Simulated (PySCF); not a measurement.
**Telling isomers of C$_{6}$H$_{7}$F$_{3}$ apart by NMR**

PySCF calculation with J: B3LYP/pcJ-1 (spin–dipole term left out of most H,H and C,H couplings), PBE0-D3(BJ)/def2-SVP geometry and NMR shieldings at PBE0/pcSseg-1/GIAO; single conformer, no solvent model, equivalent nuclei averaged, non-relativistic Hamiltonian.

Scale: ¹H (σref 31.27) and ¹³C (σref 184.41) against TMS (reference shieldings calculated alike). Multiplet labels drop J under 1 Hz and among equivalent protons, and merge close values. Unscaled 3J(H,H) run several per cent high. One-bond C–F couplings are unscaled and too large by tens of Hz. Shifts are as computed. Against solution values, carbons near 30 ppm lie about +2 ppm off and those near 130 ppm about +5 ppm. Of 1313 compounds with measured shifts, 239 miss one by over three times the rms of a fit or turn the order of signals round; such compounds aren't used in these exercises.

(1) Tabulate the signals of `C=C/C=C\CC(F)(F)F`, `CC(C)C#CC(F)(F)F`, `C=CC(=C)CC(F)(F)F` and their relative energies.

(2) What is the quickest way to tell C=C/C=C\CC(F)(F)F from C=CC(=C)CC(F)(F)F?

(3) What is the quickest way to tell C=C/C=C\CC(F)(F)F from CC(C)C#CC(F)(F)F?

(4) What is the quickest way to tell CC(C)C#CC(F)(F)F from C=CC(=C)CC(F)(F)F?

Results:

(1) 
```json
{"SMILES": "C=C/C=C\\CC(F)(F)F", "carbon types": "1×C 3×CH 2×CH2", "δC": "143.5, 138.3, 130.4, 128.9, 127.6, 35.8", "δH": "6.79 (m, 1H), 6.39 (m, 1H), 5.62 (m, 1H), 5.61 (m, 1H), 5.59 (dq, 1H), 2.76 (m, 2H)", "E rel. (kcal/mol)": "0.0"}
{"SMILES": "CC(C)C#CC(F)(F)F", "carbon types": "3×C 1×CH 2×CH3", "δC": "119.5, 98.9, 74.2, 23.3, 22.0", "δH": "2.48 (sept of q, 1H), 1.21 (d, 6H)", "E rel. (kcal/mol)": "20.3"}
{"SMILES": "C=CC(=C)CC(F)(F)F", "carbon types": "2×C 1×CH 3×CH2", "δC": "146.0, 144.4, 133.1, 130.4, 124.1, 38.1", "δH": "6.57 (m, 1H), 5.66 (t, 1H), 5.63 (dqd, 1H), 5.59 (m, 1H), 5.58 (m, 1H), 2.66 (qd, 2H)", "E rel. (kcal/mol)": "0.9"}
```

Energies are electronic energies at PBE0/pcSseg-1 on these geometries, without zero-point or thermal terms, each for the one conformer computed, which needn't be the lowest.

(2) Both give the same number of carbon signals, but DEPT or the intensities differ. The first has an alkene CH at 127.6 ppm, the second a fully substituted alkene carbon (C) at 144.4 ppm. Their most deshielded carbons lie at 143.5 and 146.0 ppm.

(3) Count the carbon signals: 6 against 5. The first has an alkene CH at 143.5 ppm, the second a methyl carbon (CH3) at 23.3 ppm. Their most deshielded carbons lie at 143.5 and 119.5 ppm. In the proton spectra the most deshielded non-exchanging signals are 6.79 (m, 1H) and 2.48 (sept of q, J = 7.8, 4.5 Hz, 1H).

(4) Count the carbon signals: 5 against 6. The first has a methyl carbon (CH3) at 23.3 ppm, the second an alkene CH at 146.0 ppm. Their most deshielded carbons lie at 119.5 and 146.0 ppm. In the proton spectra the most deshielded non-exchanging signals are 2.48 (sept of q, J = 7.8, 4.5 Hz, 1H) and 6.57 (m, 1H).
